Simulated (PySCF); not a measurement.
Computed IR spectrum (relative IR intensity) of a molecule CH6GeO3. The structure is a stationary point at PBE-D3(BJ)/def2-SVP. One conformer was computed; it need not be the lowest. Computed with PBE-D3(BJ)/def2-SVP (PySCF). Frequencies are harmonic and unscaled.

Lines under 2 % of the strongest are left out, and lines within 2 cm⁻¹ are merged.

```json
[
 {"ν (cm⁻¹)": "29", "relative intensity": "3.8"},
 {"ν (cm⁻¹)": "134", "relative intensity": "2.5"},
 {"ν (cm⁻¹)": "158", "relative intensity": "23"},
 {"ν (cm⁻¹)": "227", "relative intensity": "31"},
 {"ν (cm⁻¹)": "258", "relative intensity": "27"},
 {"ν (cm⁻¹)": "268", "relative intensity": "20"},
 {"ν (cm⁻¹)": "314", "relative intensity": "50"},
 {"ν (cm⁻¹)": "607", "relative intensity": "31"},
 {"ν (cm⁻¹)": "666", "relative intensity": "23"},
 {"ν (cm⁻¹)": "687", "relative intensity": "39"},
 {"ν (cm⁻¹)": "707", "relative intensity": "61"},
 {"ν (cm⁻¹)": "720", "relative intensity": "17"},
 {"ν (cm⁻¹)": "900", "relative intensity": "90"},
 {"ν (cm⁻¹)": "906", "relative intensity": "71"},
 {"ν (cm⁻¹)": "1089", "relative intensity": "100"},
 {"ν (cm⁻¹)": "1153", "relative intensity": "6.7"},
 {"ν (cm⁻¹)": "1415", "relative intensity": "2.8"},
 {"ν (cm⁻¹)": "1418", "relative intensity": "2.3"},
 {"ν (cm⁻¹)": "1429", "relative intensity": "8.4"},
 {"ν (cm⁻¹)": "2123", "relative intensity": "54"},
 {"ν (cm⁻¹)": "2907", "relative intensity": "47"},
 {"ν (cm⁻¹)": "2977", "relative intensity": "25"},
 {"ν (cm⁻¹)": "3031", "relative intensity": "16"},
 {"ν (cm⁻¹)": "3709", "relative intensity": "37"},
 {"ν (cm⁻¹)": "3721", "relative intensity": "36"}
]
```

Problem. Identify the compound among the candidates.
(A) [CH3][Ge]([OH])([OH])[OH]
(B) C[O][GeH]([OH])[OH]
(C) O[CH2][GeH]([OH])[OH]

Solution. B, C[O][GeH]([OH])[OH]
